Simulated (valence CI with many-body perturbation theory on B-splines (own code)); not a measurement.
**Co⁴⁺: electric-dipole lines**

Level of theory: configuration interaction combined with many-body perturbation theory (CI+MBPT): five valence electrons over a frozen Dirac-Fock core [Ar], radial functions for each j: 7 s, 7 p, 8 d, 6 f, 4 g, 1 h, with the one-electron correlation potential Σ1, the two-electron term Σ2, the three-electron term Σ3, Breit, model QED; selected CI, second order for the rest, scaled by the run's own slope (own B-spline code, finite nucleus).

Set against measurement, 45 paired levels are off by 4798 cm⁻¹ on average, the worst by 8444. These come from a selection out of Sugar and Corliss, J. Phys. Chem. Ref. Data 10, 1097 (1981). Levels without a partner in it may be off by more, other configurations by 1,000 to 8,000 cm⁻¹. Among the levels kept, up to 2100 cm⁻¹ of a level comes from second order outside the variational space, and about a tenth of that is noise between levels of different J, which matters for small intervals. 1 measured level below the end of the list, from 60532 cm⁻¹ on, found no clear computed partner, and computed levels of the same name lie up to 9163 cm⁻¹ from them.

Lines 101 to 150 of 581 in falling wavelength, among levels below 40.624 eV, chosen from the strongest by gf and those to the six lowest levels. Wavelengths and rates use the calculated energies, so an error of 5000 cm⁻¹ moves a line at 1415 Å by 7.1 % and its rate by three times that or more. Electric multipoles are in the length gauge, E1 and E2 with the static RPA response of the core. Weak lines are less certain than strong ones. Lines between different terms over intervals too small for the method are left out, as are lines whose strength nearly cancels. Where a level lies close to another of its J and parity, the split of strength between their lines is uncertain. The highest levels of a list are the least certain.

Names give the largest LS component (configuration and term), which can be under half, so a name can repeat, a term be missing and a line seem to break the LS rules; names also repeat where a configuration has a term twice. Letters in brackets count levels of one name in rising energy.

| λ vac (Å) | Upper | Lower | A (s⁻¹) | log gf | Branch % |
| --- | --- | --- | --- | --- | --- |
| 1415 | 3d⁴4p ⁴D°_7/2 [b] | 3d⁴4s ⁴P_5/2 [a] | 1.89e+08 | -0.34 | 5.5 |
| 1414 | 3d⁴4p ²F°_7/2 [b] | 3d⁴4s ²F_7/2 [a] | 1.47e+08 | -0.45 | 2.5 |
| 1414 | 3d⁴4p ²F°_5/2 [b] | 3d⁴4s ²G_7/2 [a] | 1.11e+08 | -0.70 | 1.8 |
| 1411 | 3d⁴4p ²F°_7/2 [c] | 3d⁴4s ²G_9/2 [a] | 3.18e+08 | -0.12 | 5.7 |
| 1411 | 3d⁴4p ²G°_9/2 [b] | 3d⁴4s ²G_7/2 [a] | 4.87e+07 | -0.84 | 0.7 |
| 1411 | 3d⁴4p ⁴F°_5/2 [b] | 3d⁴4s ⁴G_7/2 | 1.52e+08 | -0.57 | 2.3 |
| 1410 | 3d⁴4p ⁴F°_7/2 [b] | 3d⁴4s ²H_9/2 [b] | 1.10e+08 | -0.58 | 1.4 |
| 1410 | 3d⁴4p ⁴D°_7/2 [b] | 3d⁴4s ⁴F_9/2 [a] | 3.10e+08 | -0.13 | 9.0 |
| 1407 | 3d⁴4p ⁴G°_11/2 [a] | 3d⁴4s ⁴F_9/2 [a] | 1.31e+08 | -0.33 | 2.5 |
| 1407 | 3d⁴4p ⁴F°_3/2 [d] | 3d⁴4s ²P_3/2 [a] | 2.07e+08 | -0.61 | 3.3 |
| 1406 | 3d⁴4p ⁴D°_7/2 [c] | 3d⁴4s ⁴P_5/2 [a] | 2.25e+08 | -0.27 | 6.8 |
| 1404 | 3d⁴4p ²I°_13/2 [b] | 3d⁴4s ²I_11/2 | 1.77e+08 | -0.13 | 3.0 |
| 1404 | 3d⁴4p ²I°_11/2 [a] | 3d⁴4s ²H_9/2 [b] | 2.53e+08 | -0.05 | 7.3 |
| 1404 | 3d⁴4p ²I°_13/2 [b] | 3d⁴4s ²I_13/2 | 6.90e+08 | 0.46 | 11.5 |
| 1403 | 3d⁴4p ⁴F°_7/2 [b] | 3d⁴4s ²H_9/2 [a] | 7.95e+07 | -0.73 | 1.0 |
| 1403 | 3d⁴4p ²G°_7/2 [b] | 3d⁴4s ²G_7/2 [b] | 8.06e+07 | -0.72 | 1.5 |
| 1402 | 3d⁴4p ⁴F°_9/2 [b] | 3d⁴4s ⁴G_11/2 | 7.05e+07 | -0.68 | 0.9 |
| 1402 | 3d⁴4p ⁴D°_7/2 [c] | 3d⁴4s ⁴F_9/2 [a] | 1.36e+08 | -0.50 | 4.1 |
| 1400 | 3d⁴4p ²D°_3/2 [d] | 3d⁴4s ²D_3/2 [b] | 5.73e+08 | -0.17 | 5.6 |
| 1400 | 3d⁴4p ²I°_11/2 [b] | 3d⁴4s ²I_11/2 | 8.15e+08 | 0.46 | 10.9 |
| 1399 | 3d⁴4p ²I°_11/2 [b] | 3d⁴4s ²I_13/2 | 5.05e+07 | -0.75 | 0.7 |
| 1398 | 3d⁴4p ²G°_9/2 [c] | 3d⁴4s ²G_9/2 [b] | 7.24e+07 | -0.67 | 1.4 |
| 1398 | 3d⁴4p ⁴D°_3/2 [b] | 3d⁴4s ⁴P_1/2 [a] | 3.03e+08 | -0.45 | 12.7 |
| 1398 | 3d⁴4p ²I°_13/2 [a] | 3d⁴4s ⁴G_11/2 | 4.54e+08 | 0.27 | 13.6 |
| 1397 | 3d⁴4p ²I°_11/2 [a] | 3d⁴4s ²H_9/2 [a] | 4.98e+08 | 0.24 | 14.4 |
| 1397 | 3d⁴4p ⁴D°_5/2 [b] | 3d⁴4s ⁴P_3/2 [a] | 3.92e+08 | -0.16 | 13.9 |
| 1395 | 3d⁴4p ⁶F°_1/2 | 3d⁴4s ⁶D_1/2 | 6.91e+08 | -0.39 | 75.8 |
| 1394 | 3d⁴4p ⁶F°_3/2 | 3d⁴4s ⁶D_3/2 | 5.19e+08 | -0.22 | 56.4 |
| 1393 | 3d⁴4p ²G°_9/2 [a] | 3d⁴4s ⁴F_7/2 [a] | 6.97e+07 | -0.69 | 2.1 |
| 1392 | 3d⁴4p ⁶F°_5/2 | 3d⁴4s ⁶D_5/2 | 4.44e+08 | -0.11 | 47.4 |
| 1391 | 3d⁴4p ²D°_5/2 [d] | 3d⁴4s ²D_5/2 [b] | 6.12e+08 | 0.03 | 5.8 |
| 1390 | 3d⁴4p ⁴G°_11/2 [c] | 3d⁴4s ²G_9/2 [a] | 1.72e+08 | -0.22 | 5.0 |
| 1390 | 3d⁴4p ⁶F°_3/2 | 3d⁴4s ⁶D_1/2 | 2.64e+08 | -0.51 | 28.7 |
| 1388 | 3d⁴4p ⁶F°_7/2 | 3d⁴4s ⁶D_7/2 | 3.52e+08 | -0.09 | 36.8 |
| 1387 | 3d⁴4p ⁴G°_9/2 [c] | 3d⁴4s ²G_7/2 [a] | 1.27e+08 | -0.44 | 3.2 |
| 1385 | 3d⁴4p ⁶F°_5/2 | 3d⁴4s ⁶D_3/2 | 4.03e+08 | -0.16 | 43.0 |
| 1385 | 3d⁴4p ²D°_3/2 [b] | 3d⁴4s ²P_3/2 [a] | 3.45e+08 | -0.40 | 4.1 |
| 1385 | 3d⁴4p ²F°_7/2 [d] | 3d⁴4s ²G_9/2 [b] | 7.54e+08 | 0.24 | 9.6 |
| 1384 | 3d⁴4p ²H°_9/2 [a] | 3d⁴4s ²H_9/2 [b] | 4.04e+08 | 0.06 | 6.0 |
| 1383 | 3d⁴4p ⁶F°_9/2 | 3d⁴4s ⁶D_9/2 | 2.20e+08 | -0.20 | 22.6 |
| 1381 | 3d⁴4p ²H°_9/2 [c] | 3d⁴4s ²G_7/2 [b] | 7.80e+08 | 0.35 | 9.0 |
| 1379 | 3d⁴4p ²H°_11/2 [a] | 3d⁴4s ²H_11/2 | 5.55e+08 | 0.28 | 7.5 |
| 1379 | 3d⁴4p ⁶F°_7/2 | 3d⁴4s ⁶D_5/2 | 5.45e+08 | 0.09 | 57.0 |
| 1377 | 3d⁴4p ²H°_9/2 [a] | 3d⁴4s ²H_9/2 [a] | 1.95e+08 | -0.26 | 2.9 |
| 1374 | 3d⁴4p ⁶P°_7/2 | 3d⁴4s ⁶D_9/2 | 7.85e+08 | 0.25 | 9.4 |
| 1374 | 3d⁴4p ⁴F°_3/2 [c] | 3d⁴4s ²P_1/2 [a] | 1.99e+08 | -0.65 | 2.7 |
| 1373 | 3d⁴4p ⁴I°_9/2 | 3d⁴4s ⁴H_7/2 | 8.10e+08 | 0.36 | 60.2 |
| 1373 | 3d⁴4p ⁴H°_9/2 [b] | 3d⁴4s ²H_11/2 | 8.08e+07 | -0.64 | 2.2 |
| 1372 | 3d⁴4p ⁶F°_9/2 | 3d⁴4s ⁶D_7/2 | 7.18e+08 | 0.31 | 73.7 |
| 1372 | 3d⁴4p ⁴D°_1/2 [d] | 3d⁴4s ⁴D_1/2 [b] | 3.13e+08 | -0.75 | 8.1 |

How does gf follow from A for the line at 1415 Å?

gf = 1.4992 × (2J+1)_upper × A / σ², with σ = 70693 cm⁻¹ and 2J+1 = 8: gf = 0.453.
